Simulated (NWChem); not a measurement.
System: CaF cation; SMILES [F][Ca+]

```xyz
2

Ca     0.0000     0.0000    -0.6158
F      0.0000     0.0000     1.3651
```
Atoms are numbered in this order, from 1.

Program: NWChem. Structure relaxed at the B3LYP/6-31G* (spherical d) level. GIAO values for the isolated, static molecule; σ is the absolute isotropic shielding, δ = σ(reference) − σ with the isolated reference molecule computed at the same levels (19F: trichlorofluoromethane).

For level PBE0/x2c-TZVPall-s, scalar ZORA without spin-orbit coupling:

```
Property    Value
----------  -----
δ F2 (ppm)  227.1
```

**Question.** What are these values for level PBE0/x2c-SVPall-s, scalar ZORA without spin-orbit coupling?

**Answer.** The δ F2 (ppm) is 222.2.
